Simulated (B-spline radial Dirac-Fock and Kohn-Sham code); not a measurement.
# Elastic and transport cross sections of strontium for electrons

These are calculated numbers from a radial B-spline solver; the model is relativistic (Dirac) partial waves in the static field of the Dirac-Fock atom with Furness-McCarthy exchange, without polarisation or absorption potentials. σ_tr1 and σ_tr2 weight the cross section with 1 − P₁ and 1 − P₂ of cos θ; "backward" is the share scattered beyond 90°.

| energy (eV) | σ (a₀²) | σ_tr1 (a₀²) | σ_tr2 (a₀²) | σ/σ_tr1 | backward (%) |
| --- | --- | --- | --- | --- | --- |
| 6510 | 3.18 | 0.113 | 0.211 | 28.2 | 0.86 |
| 10000 | 2.35 | 0.0579 | 0.117 | 40.6 | 0.49 |
| 10800 | ? | ? | ? | ? | ? |
| 11400 | 2.14 | 0.0471 | 0.0974 | 45.4 | 0.42 |
| 12200 | 2.04 | 0.0423 | 0.0883 | 48.2 | 0.38 |
| 12600 | 1.99 | 0.0401 | 0.0843 | 49.5 | 0.36 |
| 14200 | 1.82 | 0.0331 | 0.0708 | 55.0 | 0.31 |
| 17100 | 1.59 | 0.0246 | 0.0537 | 64.7 | 0.24 |
| 18900 | 1.47 | 0.0209 | 0.0461 | 70.6 | 0.21 |
| 20000 | 1.41 | 0.0190 | 0.0423 | 74.2 | 0.20 |
| 26200 | 1.15 | 0.0122 | 0.0279 | 94.3 | 0.14 |
| 27500 | 1.11 | 0.0113 | 0.0259 | 98.5 | 0.13 |
| 28400 | 1.08 | 0.0107 | 0.0246 | 101 | 0.13 |
| 30000 | 1.04 | 0.00975 | 0.0226 | 106 | 0.12 |
| 39500 | 0.841 | 0.00616 | 0.0146 | 136 | 0.082 |
| 42400 | 0.797 | 0.00547 | 0.0130 | 146 | 0.075 |
| 42500 | 0.795 | 0.00545 | 0.0130 | 146 | 0.075 |

Q: Fill in the row for 10.8 keV.

A: σ = 2.22 a₀², σ_tr1 = 0.0513 a₀², σ_tr2 = 0.105 a₀², σ/σ_tr1 = 43.3, backward 0.45 %. The ratio σ/σ_tr1 is roughly the number of elastic collisions that randomise the direction.
